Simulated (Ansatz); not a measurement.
Geometry optimisation, Ansatz, RKS BHLYP-D4/def2-mTZVP.

The input (input.yaml):

```yaml
crystal:
  periodic: [false, false, false]
  atoms:
    - { symbol: Ga, position_ang: [0.069808, 0.474985, -0.487132] }
    - { symbol: O, position_ang: [-0.11929, -0.087732, 2.430373] }
    - { symbol: H, position_ang: [-1.012254, -0.200172, 2.748722] }
    - { symbol: H, position_ang: [1.405906, -0.251934, -0.870658] }
    - { symbol: H, position_ang: [-1.296248, -0.172835, -0.91003] }
    - { symbol: Si, position_ang: [0.115379, 2.564639, 0.594599] }
    - { symbol: H, position_ang: [0.753519, 2.439637, 1.930551] }
    - { symbol: H, position_ang: [0.884938, 3.612716, -0.111692] }
    - { symbol: H, position_ang: [-1.232587, 3.118189, 0.852237] }
    - { symbol: H, position_ang: [0.117929, 0.839907, 2.63193] }
basis:
  gaussian: { orbitals: def2-mTZVP }
hamiltonian:
  xc: { name: BHLYP }
  dispersion: d4
relax:
  f_tol: 0.03
  max_steps: 50
```

Run as:

```bash
$ ansatz run input.yaml --threads 2 --pin off --max-ram 3072MiB --backend cpu --events-out ev --progress --plain --runs-dir out
```

**Question.** Where does it end, and by what steps?

**Answer.** The run converged. The force dipped under the threshold on the way, but the program's further checks kept it going. After 24 steps the energy has fallen by 0.396 eV; H3 moved furthest, 0.84 Å. Joined: Ga1–O2 (2.98 → 2.21 Å).

| step | energy less start (eV) | largest force component (eV/Å) | accepted |
| --- | --- | --- | --- |
| 0 | 0.0000 | 1.107 | yes |
| 1 | -0.0328 | 1.973 | yes |
| 2 | -0.2235 | 1.342 | yes |
| 3 | -0.3493 | 0.424 | yes |
| 4 | -0.3713 | 0.264 | yes |
| 5 | -0.3576 | 0.284 | no |
| 6 | -0.3850 | 0.127 | yes |
| 7 | -0.3892 | 0.109 | yes |
| 8 | -0.3900 | 0.034 | yes |
| 9 | -0.3907 | 0.033 | yes |
| 10 | -0.3912 | 0.091 | yes |
| 11 | -0.3916 | 0.114 | yes |
| 12 | -0.3923 | 0.135 | yes |
| 13 | -0.3928 | 0.117 | yes |
| 14 | -0.3925 | 0.151 | no |
| 15 | -0.3937 | 0.059 | yes |
| 16 | -0.3938 | 0.062 | yes |
| 17 | -0.3947 | 0.052 | yes |
| 18 | -0.3952 | 0.013 | yes |
| 19 | -0.3955 | 0.037 | yes |
| 20 | -0.3955 | 0.101 | no |
| 21 | -0.3957 | 0.021 | yes |
| 22 | -0.3958 | 0.038 | yes |
| 23 | -0.3959 | 0.033 | yes |
| 24 | -0.3960 | 0.011 | yes |

```xyz
10
Properties=species:S:1:pos:R:3
Ga -0.091 0.472 -0.059
O 0.125 -0.243 2.018
H -0.623 -0.780 2.281
H 1.136 -0.269 -0.699
H -1.529 -0.152 -0.245
Si 0.090 2.811 0.560
H 0.267 2.860 2.041
H 1.249 3.531 -0.007
H -1.111 3.626 0.278
H 0.175 0.482 2.643
```

Whether the end is a true minimum wasn't checked by a vibrational analysis.

Time of the run: 74 s on 2 threads of Arm Neoverse V1, on a shared host, peak memory 0.23 GiB.
